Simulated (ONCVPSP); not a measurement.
**O (Z = 8), ONCV: configuration errors across variants**

- Element: O (Z = 8)
- Generator: ONCVPSP 4.0.1
- Type: optimised norm-conserving Vanderbilt (ONCV)
- Functional: PBE
- Relativity: non-relativistic
- Frozen core: [He]
- Valence charge: 6
- Reference configuration: 2s2 2p4
- Partial waves: 2s: rc 0.70 bohr, ncon 4, nbas 7, qcut 9.3 1/bohr, 2 projectors, debl 3.9 Ha; 2p: rc 2.15 bohr, ncon 4, nbas 7, qcut 5.4 1/bohr, 2 projectors, debl 0.7 Ha
- Local potential: polynomial inside 0.70 bohr (lpopt 5, dvloc0 0 Ha)
- Core correction: Teter function fitted to the true core (icmod 2), fcfact 0.15

All-electron excitation energies from the reference (eV): (1) 2s2 2p3 16.439; (2) 2s2 2p2 50.032; (3) 2s2 2p1 103.904; (4) 2s1 2p4 31.608.

A true bound ghost makes a file unfit for plane-wave use even where its test errors are small: the radial tests pick states by their node count and pass the ghost by.

Errors AE − PS in meV (a dash: test not solved or not reliable):

```json
{"change": "base", "(1)": "+200", "(2)": "+1352", "(3)": "+4517", "(4)": "-193", "bound ghosts": "none", "GHOST(+) flags above zero": "none"}
{"change": "s: qcut 6.9; p: qcut 4", "(1)": "+310", "(2)": "+2027", "(3)": "+6531", "(4)": "-280", "bound ghosts": "none", "GHOST(+) flags above zero": "s"}
{"change": "s: qcut 8.3; p: qcut 4.8", "(1)": "+239", "(2)": "+1597", "(3)": "+5252", "(4)": "-226", "bound ghosts": "none", "GHOST(+) flags above zero": "none"}
{"change": "s: qcut 10.4; p: qcut 6", "(1)": "+171", "(2)": "+1170", "(3)": "+3946", "(4)": "-167", "bound ghosts": "none", "GHOST(+) flags above zero": "none"}
{"change": "s: qcut 11.2; p: qcut 6.5", "(1)": "+151", "(2)": "+1048", "(3)": "+3565", "(4)": "-150", "bound ghosts": "none", "GHOST(+) flags above zero": "none"}
{"change": "s: qcut 12.4; p: qcut 7.2", "(1)": "+130", "(2)": "+909", "(3)": "+3129", "(4)": "-131", "bound ghosts": "none", "GHOST(+) flags above zero": "none"}
{"change": "s: qcut 13.6; p: qcut 7.9", "(1)": "+109", "(2)": "+773", "(3)": "+2697", "(4)": "-113", "bound ghosts": "s", "GHOST(+) flags above zero": "none"}
```

Problem. Give the same row for: s: qcut 6.2; p: qcut 3.6.

Solution. +351, +2278, –, -313; bound ghosts: none; GHOST(+) flags above zero: s.
